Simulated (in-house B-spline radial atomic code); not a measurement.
Values are calculated unless marked as measured or tabulated.
# Correlation energy from the adiabatic connection: ω²r²/2 − Z/r, ω = 0.816, Z = 2

Two electrons in a singlet, external potential ω²r²/2 − Z/r, ω = 0.816, Z = 2 (atomic units). Full CI in B-splines (partial waves to l = 8, correlation up to 0.6 % small) with the density held fixed gives W(λ) = <V_ee>_λ − U, and E_c is the integral of W(λ) − W(0) from 0 to 1.

```
   λ  W(λ) − W(0) (hartree)
   0                0.00000
0.02               -0.00184
0.05               -0.00458
0.12               -0.01084
0.25               -0.02206
 0.4               -0.03437
 0.6               -0.04980
 0.8               -0.06422
   1               -0.07770
```

**Question.** Integrate the table by the trapezoid rule.

**Answer.** The strips give -0.00002, -0.00010, -0.00054, -0.00214, -0.00423, -0.00842, -0.01140, -0.01419, which sum to -0.04104 hartree. The direct value, W(1) − W(0) + T_c with T_c = 0.03660, is -0.04110; the curve is convex, so chords lie above it and the trapezoids fall short in size by 0.16 %.

**Question.** Now use only three numbers: W(0) = -1.2221, the initial slope W'(0) = -0.09242 (extrapolated from the first points) and the strong-coupling limit of the point-charge-plus-continuum model, W∞ = -1.7203. What do second-order theory and the interpolation W(λ) = W∞ + (W(0) − W∞)/√(1 + 2χλ) of Seidl, Perdew and Levy give?

**Answer.** Second order keeps the slope alone: E_c = W'(0)/2 = -0.04621, +12 % in size against -0.04110. Matching the slope fixes χ = W'(0)/(W∞ − W(0)) = -0.09242/(-0.49820) = 0.18551. Integrating, with s = √(1 + 2χ) = 1.170904, E_c = −(W(0) − W∞)(s − 1)/(s + 1) = −0.49820 × 0.170904/2.170904 = -0.03922 hartree, -4.6 % in size against the full result. At λ = 1 the formula gives W − W(0) = -0.07272 against -0.07770. Part of the miss can come from the model's W∞.
